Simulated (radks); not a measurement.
The cerium ion Ce2+ inside a hard spherical wall (all orbitals vanish at R), configuration held at [Xe] 4f2 and not refilled when levels cross. Calculated with a radial shooting solver on a logarithmic mesh with Libxc functionals: scalar-relativistic Kohn-Sham, LDA (Slater exchange, Perdew-Wang correlation), spin-polarised, spherical densities, finite nucleus; open shells are filled with parallel spins first (spin-orbit coupling, left out, can overturn this in heavy ions); Fermi nuclear charge, rms radius 4.8771 fm. Eigenvalues in eV for spin up, with the zero of energy where the potential of the charges vanishes at infinity; a dash marks a level that is unbound or too diffuse for the functional's potential to be trusted. A positive occupied level is held by the wall or, in an anion where self-interaction has pushed it up, behind a barrier. The pressure on the wall is -dE/dV.

| R (bohr) | E (hartree) | kinetic (hartree) | e(4d) | e(5s) | e(5p) | e(5d, empty) | e(4f) | e(6s, empty) | pressure (GPa) |
|---|---|---|---|---|---|---|---|---|---|
| free | -8852.8996 | 9379.940 | -117.06 | -50.621 | -33.690 | -13.682 | -13.677 | -13.060 | 0 |
| 10 | -8852.8996 | 9379.940 | -117.06 | -50.621 | -33.690 | -13.682 | -13.677 | -13.056 | < 0.0001 |
| 8 | -8852.8996 | 9379.940 | -117.06 | -50.618 | -33.688 | -13.671 | -13.673 | -12.984 | 0.00171 |
| 7 | -8852.8995 | 9379.942 | -117.04 | -50.609 | -33.680 | -13.631 | -13.661 | -12.775 | 0.0139 |
| 6 | -8852.8986 | 9379.952 | -116.98 | -50.568 | -33.642 | -13.467 | -13.603 | -12.063 | 0.144 |
| 5 | -8852.8903 | 9380.034 | -116.68 | -50.356 | -33.434 | -12.797 | -13.315 | -9.673 | 1.98 |
| 3.5 | -8852.5926 | 9382.167 | -112.56 | -47.261 | -29.943 | -5.976 | -9.361 | 9.689 | 138 |
| 2 | -8841.1927 | 9430.433 | -72.242 | 2.088 | 29.538 | 75.339 | 33.096 | 200.58 | 18000 |
| 1.5 | -8804.6034 | 9557.938 | -11.610 | 126.15 | 169.49 | 235.44 | 102.20 | 539.22 | 155000 |
